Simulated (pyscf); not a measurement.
Optimised with ωB97X-D3(BJ)/def2-SVP in PySCF. Correlated levels are frozen-core, on RHF or UHF. ΔMP2 is the change of the MP2 total energy from the triple- to the quadruple-zeta basis.

Question: How much does it cost (ΔH, 298 K, CCSD(T)/def2-TZVPP + ΔMP2(QZVPP)) to split HO–InH–AsH₂ at its As–In bond into [HO–InH]• + AsH₂•?

Answer: As–In to [HO–InH]• + AsH₂•: 55.8 kcal/mol. The radicals are drawn with the spin at the cut bond; how far it spreads was not checked. Other isomers of [HO–InH]• were not searched in full and may lie lower. The CCSD(T) − MP2 part came from Ansatz, without density fitting, on the same reference. The frozen core leaves the outer d or s,p core shells of the metals and heavy elements correlated in the MP2 and CC values, and def2-TZVPP describes them poorly, which can shift differences by a few kcal/mol. Elements up to Kr have no core potential and no relativistic terms here. Elements past Kr carry the def2 core potentials, without spin-orbit coupling.
